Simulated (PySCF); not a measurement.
Compound: C6H9O3 (doublet state).
SMILES with atom numbers: `[CH3:1][CH:2][CH2:3][C:4](=[O:5])[O:6][C:7]([CH3:8])=[O:9]` (hydrogens: H10, H11, H12 on C1; H13 on C2; H14, H15 on C3; H16, H17, H18 on C8)

Structure used (GFN2-xTB), in Å, numbered top down from 1:
```
atom  x, y, z in Å
C1    -1.7664    1.0742    0.2575
C2    -1.9288   -0.3912    0.3038
C3    -1.4621   -1.2824   -0.7734
C4    -0.0813   -1.4088   -0.1624
O5     0.2694   -2.2214    0.6470
O6     0.7493   -0.4150   -0.6579
C7     1.7103    0.1621    0.1277
C8     2.7313    0.8449   -0.7359
O9     1.6844    0.1489    1.3199
H10   -1.0428    1.4157    1.0048
H11   -1.4394    1.4092   -0.7242
H12   -2.7120    1.5633    0.5033
H13   -2.2599   -0.8413    1.2248
H14   -1.4237   -0.8104   -1.7521
H15   -1.9628   -2.2469   -0.7955
H16    3.2538    0.0952   -1.3258
H17    2.2339    1.5274   -1.4206
H18    3.4378    1.3828   -0.1116
```

The hyperfine couplings belong to this conformer and change with its torsions.

Method: PySCF, UKS B3LYP, pcH-1 on C H O, non-relativistic, mean-field spin-orbit, GIAO. Geometry: GFN2-xTB, one conformer, isolated molecule. A GFN2-xTB geometry isn't a minimum of the functional, and hyperfine couplings can be far from their values at a DFT geometry. No stability test was run, so a lower SCF solution isn't excluded.

Match the computed a_iso(13C) values +85.9, +81.2, -31.4, -26.7, +3.4 MHz with the sites C1; C2; C3; C4; C7.

```csv
site,a_iso (MHz),ρ(0) (bohr⁻³),position,distance from C2 (Å),spin population,largest |T| (MHz)
C1,-31.4,-0.0279,1 bond from C2,1.48,-0.08,2.6
C2,+85.9,+0.0764,largest spin population,0.00,+0.93,149.9
C3,-26.7,-0.0237,1 bond from C2,1.47,-0.07,3.0
C4,+81.2,+0.0722,2 bonds from C2,2.16,+0.03,15.2
C7,+3.4,+0.0030,4 bonds from C2,3.69,0.00,1.4
```

The isotropic 17O couplings are -8.1, -5.6 MHz. Assign them to O5; O6.

```tsv
site	a_iso (MHz)	ρ(0) (bohr⁻³)	position	distance from C2 (Å)	spin population	largest |T| (MHz)
O5	-8.1	+0.0134	3 bonds from C2	2.88	+0.11	38.2
O6	-5.6	+0.0092	3 bonds from C2	2.85	0.00	2.1
```

Match the computed a_iso(1H) values +73.2, -58.2, +36.3, +0.1 MHz (means over equivalent nuclei) with the sites H10/H11/H12; H13; H14/H15; H16/H17/H18.

```csv
site,a_iso (MHz),ρ(0) (bohr⁻³),position,distance from C2 (Å),bound to,spin population there,largest |T| (MHz)
H10/H11/H12,+73.2,+0.0164,"β, 2 bonds from C2",2.13,C1,-0.08,8.2
H13,-58.2,-0.0130,"α, 1 bond from C2",1.08,C2,+0.93,35.8
H14/H15,+36.3,+0.0081,"β, 2 bonds from C2",2.16,C3,-0.07,7.5
H16/H17/H18,+0.1,0.0000,6 bonds from C2,5.34,C8,0.00,1.1
```

ρ(0) is the spin density at the nucleus and T the dipolar tensor; entries for several nuclei are means. The largest Mulliken spin populations are on C2 (+0.93), O5 (+0.11), C1 (-0.08) and C3 (-0.07). C2 is the only atom above +0.15. The angles at C2 add up to 359.3°, so it is planar; its axial dipolar tensor and the negative coupling of its proton fit spin in a p orbital normal to that plane.

Examples of negative spin density at the nucleus (bohr⁻³): C1 (-0.0279), C3 (-0.0237) and H13 (-0.0130).

Means are taken over nuclei equivalent by connectivity, which assumes that they swap fast. The three 1H nuclei of mean +73.2 MHz run from 3.0 to 116.2 MHz in the frozen geometry.
